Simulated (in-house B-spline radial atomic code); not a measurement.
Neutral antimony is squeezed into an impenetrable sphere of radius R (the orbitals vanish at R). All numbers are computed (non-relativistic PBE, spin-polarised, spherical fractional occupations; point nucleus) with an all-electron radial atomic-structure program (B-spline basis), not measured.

Energies in eV above the free atom in [Kr] 4d10 5s2 5p3:

```csv
R (bohr),highest level (eV),[Kr] 4d10 5s2 5p3,[Kr] 4d9 4f1 5s2 5p3,[Ar] 3d10 4s2 4p5 4d10 5s2 5p3 5f1,-dE/dV in [Kr] 4d10 5s2 5p3 (GPa)
9.85,-5.51,0.008761,43.6,113.7,0.00976
6.78,-5.04,0.405,47.11,121.5,0.952
5.1,-2.98,3.493,53.16,133.2,15.3
4.58,-1.23,7.008,57.96,141.1,39
3.86,3.64,19.11,72.5,162.3,158
3.15,15.2,55.56,112.8,215.4,765
2.78,28,102.5,162.7,277.3,1970
2.37,55.5,217.3,282.2,419.4,6500
1.95,119,527.7,599.6,781.5,27400
1.59,249,1288,1368,1628,118000
```

(1) Does [Kr] 4d9 4f1 5s2 5p3 fall below [Kr] 4d10 5s2 5p3 under compression?

(2) Does [Ar] 3d10 4s2 4p5 4d10 5s2 5p3 5f1 fall below [Kr] 4d10 5s2 5p3 under compression?

The highest level is first positive in the row R = 3.86 bohr, pushed up by confinement above the zero of the free ion's potential. Each configuration is held fixed and needn't be the lowest in the sphere.

Results:

(1) No, it stays above over the whole range.

(2) No, it stays above over the whole range.
